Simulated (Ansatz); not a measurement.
Reaction (SMILES): N#C[O] → C atom + N atom + O atom
B3LYP-D3(BJ)/def2-TZVP geometries, fixed; electronic energies without zero-point terms.

Basis-set convergence of the atomisation energy at B3LYP with Ansatz (a program for electronic structure). All functions are spherical. The program fits the integrals of some runs and decomposes those of others, by size. Open shells are unrestricted. No added dispersion term, no relativity. Functions are those of the species that has most. Reference: the value in aug-pcseg-3, 323.76 kcal/mol, itself unsure by roughly 0.18 kcal/mol (its mean distance from aug-cc-pVQZ, cc-pV5Z, def2-QZVPPD). Deviations are taken from unrounded values.

| basis | functions | atomisation energy (kcal/mol) |
|---|---|---|
| cc-pVDZ | 42 | 317.32 |
| aug-cc-pVDZ | 69 | 315.58 |
| def2-SVP | 42 | 326.99 |
| def2-SVPD | 63 | 327.59 |
| pcseg-1 | 42 | 317.01 |
| aug-pcseg-1 | 69 | 319.59 |
| 6-311G** | 54 | 320.08 |
| 6-311+G** | 66 | 318.09 |
| cc-pVTZ | 90 | 323.20 |
| aug-cc-pVTZ | 138 | 322.29 |
| pcseg-2 | 90 | 323.11 |
| aug-pcseg-2 | 138 | 323.51 |
| def2-TZVPP | 93 | 323.08 |
| def2-TZVPPD | 114 | 322.97 |
| cc-pVQZ | 165 | 324.14 |
| aug-cc-pVQZ | 240 | 323.72 |
| def2-QZVPP | 171 | 323.35 |
| def2-QZVPPD | 192 | 323.30 |
| pcseg-3 | 180 | 323.73 |
| aug-pcseg-3 | 255 | 323.76 |

What the diffuse functions change, pair by pair:
- cc-pVDZ to aug-cc-pVDZ: 27 more functions, deviation -6.44 to -8.18 kcal/mol
- def2-SVP to def2-SVPD: 21 more functions, deviation 3.23 to 3.83 kcal/mol
- pcseg-1 to aug-pcseg-1: 27 more functions, deviation -6.75 to -4.17 kcal/mol
- 6-311G** to 6-311+G**: 12 more functions, deviation -3.68 to -5.67 kcal/mol
- cc-pVTZ to aug-cc-pVTZ: 48 more functions, deviation -0.56 to -1.47 kcal/mol
- pcseg-2 to aug-pcseg-2: 48 more functions, deviation -0.65 to -0.25 kcal/mol
- def2-TZVPP to def2-TZVPPD: 21 more functions, deviation -0.68 to -0.79 kcal/mol
- cc-pVQZ to aug-cc-pVQZ: 75 more functions, deviation 0.38 to -0.04 kcal/mol
- def2-QZVPP to def2-QZVPPD: 21 more functions, deviation -0.41 to -0.46 kcal/mol
- pcseg-3 to aug-pcseg-3: 75 more functions, deviation -0.03 to 0.00 kcal/mol

Leaving out the reference's own pair, they bring the value nearer the reference by more than 0.18 kcal/mol in 3 of 9 pairs.
